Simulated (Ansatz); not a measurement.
Coupled-cluster diagnostics for the cluster Tl6 (the lowest singlet isomer of a short search), Ansatz.

Geometry of the singlet (PBE-D4/def2-SVP):

```xyz
6

Tl    0.7275   -1.5600   -1.9233
Tl   -0.9654    1.8502   -1.5146
Tl    0.4846    2.2530    1.1611
Tl   -0.5000   -0.4962    2.0766
Tl    2.1786   -1.1557    0.7515
Tl   -1.9252   -0.8913   -0.5512
```

In the def2 sets Tl takes a core potential; there is no spin–orbit coupling. Correlated methods freeze 24 core orbitals; core or outer-core shells of Tl are correlated, in sets that lack core-valence functions. The structure comes from a short search, and lower isomers may exist.

Estimate the CCSD(T) correlation energy, the shares of MP2 and (T), T1 and the reference's ⟨S²⟩ for: charge 0, singlet, own geometry in def2-SVP; and the rough time on 4 threads of Arm Neoverse V1 on a shared host.


```json
{"state": "charge 0, singlet, own geometry", "basis": "def2-SVP", "correlation (eV)": "-16.500", "MP2 share (%)": "92.6", "(T) share (%)": "7.8", "T1": "0.015", "⟨S²⟩ (pure)": "0.00 (0.00)", "wall time": "3.1 min", "remarks": "restricted SCF unstable"}
```
Customary marks for T1 are 0.02 (closed shells), 0.045 (open shells) and about 0.05 (3d metals). T1 stays under 0.02 throughout.
